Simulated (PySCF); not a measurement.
# How methods differ on the ionisation energy of Si+

Si+ [Ne] 3s2 3p1 (2P) → Si(2+) [Ne] 3s2 (1S), as a difference of total energies. All numbers are calculated (PySCF 2.14, no relativity, point nucleus, in dyall-av3z). Correlated levels: valence: [Ne] frozen; virtual orbitals above 40 to 60 times the deepest correlated orbital energy dropped. The calculations carry no spin-orbit coupling.

Problem. Order these methods by the ionisation energy they give, lowest first.
A. CCSD (valence)
B. UHF
C. MP2 (valence)
D. CCSD(T) (valence)

Solution. B (15.842 eV), C (16.108 eV), A (16.217 eV), D (16.247 eV).

Errors of the correlated levels include the incompleteness of this basis and the frozen core.

For comparison: 16.322 eV (measured; NIST levels, between the centres of gravity of the two terms).
